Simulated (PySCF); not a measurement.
An unknown is described by computed data only.

Elements present: C, Cl, F and Si. Monoisotopic mass: 235.9051 u.

| Quantity | Value |
| --- | --- |
| NMR, other nuclei | isotropic shieldings of nuclei other than C and H, by class: 248 (6 F), 346 (1 Si), 892 (2 Cl) ppm [GIAO B3LYP/pcSseg-1] |
| XPS | Si2p3/2 109.8, Cl2p3/2 207.2 (×2), C1s 298.4 (×2), F1s 694.6 (×6), Si1s 1849.8, Cl1s 2829.9 (×2) eV [ΔSCF SCAN, pcX-2 on the ionised atom, pcseg-1 elsewhere, spin-free X2C, 2p3/2 from a spin–orbit splitting computed afterwards within the 2p shell] |
| 13C NMR | chemical shifts (computed TMS as zero) by class: 131.3 (2 C) ppm [GIAO B3LYP/pcSseg-1] |
| Rotational structure | rotational constants A, B, C: 0.788, 0.622, 0.575 GHz [PBE0-D3(BJ)/def2-SVP] |
| Polarisability | 79.6 au [PBE0/def2-SVPD] |
| Valence photoelectron | vertical ionisation energy: 11.62 eV [ΔSCF PBE0/def2-SVPD] |

The electronic properties come from PySCF, for the isolated species, density fitting. Levels stand in brackets. Geometry: PBE0-D3(BJ)/def2-SVP; no solvent, vibrations or thermal averaging. NMR classes are plain means over equivalent atoms (diastereotopic ones count apart unless rotation or inversion swaps them), as if these changed places fast.

Problem. Which formula fits the mass and the elements?

Solution. C2Cl2F6Si (calculated 235.9051). No other formula that holds each of these elements comes within 0.0003 u with a fitting electron parity and a possible valence count.

Problem. Give a SMILES that accounts for the data.

Solution. 2 carbons fall into 1 class: carbon bonded to 3 F and Si (131.3 ppm, 2 C). The other shieldings belong to: 248 ppm, fluorine bonded to C; 346 ppm, silicon bonded to 2 C and 2 Cl; 892 ppm, chlorine bonded to Si. The core levels belong to: Si2p3/2 109.8 eV, silicon bonded to 2 C and 2 Cl; Cl2p3/2 207.2 eV, chlorine bonded to Si; C1s 298.4 eV, carbon bonded to 3 F and Si; F1s 694.6 eV, fluorine bonded to C; Si1s 1849.8 eV, silicon bonded to 2 C and 2 Cl; Cl1s 2829.9 eV, chlorine bonded to Si. One atom of each topological class was ionised and stands for its class. By its constants the optimised geometry is an asymmetric top. Structure: `C(F)(F)(F)[Si](Cl)(C(F)(F)F)Cl` (Si(CF3)2Cl2). The assignments are read from this structure; whether some other isomer fits the data as well wasn't checked.
